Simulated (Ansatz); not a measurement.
The cluster Ti2O4⁻, 6 atoms. Hardware: 4 threads of Arm Neoverse V1 on a shared host.

Correlated methods freeze 14 core orbitals; core or outer-core shells of Ti are correlated, in sets that lack core-valence functions.

Q: How many basis functions does each of these Ansatz runs have, and roughly what does it cost? PBE-D4/def2-SVPD, charge -1 doublet, relaxation, 6 steps; MP2/def2-TZVPD, charge -1 doublet, energy, from earlier orbitals; HF/def2-TZVPD, charge -1 doublet, energy, from earlier orbitals; PBE-D4/def2-SVP, charge -1 doublet, energy with a search over starts; PBE-D4/def2-TZVPD, charge -1 doublet, energy and forces, from earlier orbitals; PBE0-D4/def2-TZVPD, charge -1 doublet, energy, from earlier orbitals; r2SCAN-D4/def2-TZVPD, charge -1 doublet, energy, from earlier orbitals; B97M-V/def2-TZVPD, charge -1 doublet, energy, from earlier orbitals; RPA@PBE/def2-TZVPD, charge -1 doublet, energy, from earlier orbitals; PBE-QIDH/def2-TZVPD, charge -1 doublet, energy, from earlier orbitals.

A: Other jobs shared the machine, so times can vary by a factor of up to 3. A dash marks memory too small to be measured apart from the calling script's.

```csv
run,functions,fitting or Cholesky vectors,wall time,peak host memory (GiB)
"PBE-D4/def2-TZVPD, charge -1 doublet, energy and forces, from earlier orbitals",256,1588,10 s,–
"PBE-D4/def2-SVP, charge -1 doublet, energy with a search over starts",118,1332,11 s,–
"MP2/def2-TZVPD, charge -1 doublet, energy, from earlier orbitals",256,1850,18 s,0.98
"RPA@PBE/def2-TZVPD, charge -1 doublet, energy, from earlier orbitals",256,1850,18 s,0.98
"r2SCAN-D4/def2-TZVPD, charge -1 doublet, energy, from earlier orbitals",256,1588,19 s,0.61
"PBE-D4/def2-SVPD, charge -1 doublet, relaxation, 6 steps",160,1492,19 s,–
"PBE0-D4/def2-TZVPD, charge -1 doublet, energy, from earlier orbitals",256,1716,22 s,1.3
"HF/def2-TZVPD, charge -1 doublet, energy, from earlier orbitals",256,2136,25 s,1.7
"PBE-QIDH/def2-TZVPD, charge -1 doublet, energy, from earlier orbitals",256,1850,29 s,1.1
"B97M-V/def2-TZVPD, charge -1 doublet, energy, from earlier orbitals",256,1588,35 s,0.81
```
